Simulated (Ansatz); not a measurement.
# Energy profile

The step: BH₂ClO₂ ([OH][B]([OH])[Cl]) + HF → BH₂O₂F ([OH][B]([OH])[F]) + HCl; bonds formed: B1–F6, Cl2–H5; bonds broken: B1–Cl2, H5–F6 (atoms numbered as in the saddle structure below).

| atom | x (Å) | y (Å) | z (Å) |
| --- | --- | --- | --- |
| B1 | -0.3318 | 0.0398 | -0.2257 |
| Cl2 | 1.5726 | -0.9884 | -0.0848 |
| O3 | -0.3382 | 0.9359 | -1.2291 |
| O4 | -1.3642 | -0.7995 | -0.0269 |
| H5 | 1.0675 | 0.0708 | 1.0130 |
| F6 | 0.1910 | 0.7041 | 1.1794 |
| H7 | 0.4563 | 1.4642 | -1.3144 |
| H8 | -1.2532 | -1.4267 | 0.6885 |

Electronic energies by CCSD(T) at an estimated basis limit (MP2 extrapolated from triple and quadruple zeta, plus CCSD(T) − MP2 in triple zeta), on PBE0-D4/def2-TZVP structures; BH3ClO2F, singlet; no counterpoise correction. Ansatz 0.2.0; basis: def2-TZVPP and def2-QZVPP; cores frozen in the correlated methods. Extrapolation: Hartree–Fock as exp(−7.88 √X), correlation as X^−2.97.

Problem. Give the profile in kcal/mol, counted from the separated reactants. (To be estimated.)

Solution. By the calculation:
| point | kcal/mol |
| --- | --- |
| separated: BH2ClO2 (linked as [OH][B]([OH])[Cl]; B1, Cl2, O3, O4, H7, H8; singlet) + HF (H5, F6; singlet) | 0.00 |
| start structure | -2.54 |
| saddle | 23.07 |
| end structure | -14.29 |
| separated: BH2O2F (linked as [OH][B]([OH])[F]; B1, O3, O4, F6, H7, H8; singlet) + HCl (Cl2, H5; singlet) | -12.15 |

The T1 diagnostic stays at or below 0.012.

For scale, one of the runs: CCSD(T)/def2-TZVPP, 208 basis functions, launched by `ansatz run in.yaml --threads 4 --pin off --events-out ev --progress --plain --max-ram 9574MiB`. Hardware: 4 CPU threads of an Arm Neoverse V2, shared host. Wall time 67 s; peak host memory 3 GiB.
